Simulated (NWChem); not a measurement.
**Spin states of fluoroethane (C2H5F)**

SMILES: CCF
```xyz
8

C     -1.1771     0.2668     0.0000
C      0.3188     0.4478     0.0000
F      0.9482    -0.7739     0.0000
H     -1.6835     1.2440     0.0000
H     -1.5017    -0.2907    -0.8912
H     -1.5017    -0.2907     0.8912
H      0.6514     1.0072     0.8922
H      0.6514     1.0072    -0.8922
```
Charge 0, spin multiplicity 1.

Program: NWChem. The geometry was optimised at PBE0/def2-SVP, a minimum by its harmonic frequencies.

Basis set: def2-SVP. The gap is E(triplet) − E(singlet) at the geometry of the singlet, so a negative value puts the higher spin lower. Open shells are unrestricted, coupled cluster uses restricted open-shell references, and the singlet is the closed-shell solution. The triplet is the single determinant that the SCF runs reached, with unpaired electrons in orbitals of symmetry a" and a' (Cs labels); it need not be the lowest triplet, which in molecules with degenerate π orbitals can need several determinants.

```
method      vertical singlet-triplet gap (kcal/mol)  relative cost            remark  difference from CCSD(T)
----------  ---------------------------------------  -------------  ----------------  -----------------------
B2PLYP                                        223.4        under 3                 -                     -7.8
BHandHLYP                                     230.6        under 3                 -                     -0.6
CCSD(T)                                       231.2              8  large amplitudes                      0.0
MP2                                           235.3        under 3                 -                     +4.1
CR-CCSD(T)                                    232.6             10  large amplitudes                     +1.4
B3LYP                                         214.8              1                 -                    -16.4
HF                                            242.4        under 3                 -                    +11.2
```

The values span 27.5 kcal/mol, from B3LYP (lowest) to HF (highest). Relative cost: rough, from shared machines, SCF included, B3LYP = 1.

The correlated methods keep 3 core orbitals frozen. B3LYP has NWChem's definition, with VWN1-RPA local correlation. No SCF solution was tested for a lower state. Open-shell Hartree-Fock references start from PBE0 orbitals; any time given for them includes that run. No row is a measurement; the coupled-cluster row has its own basis-set and correlation limits.
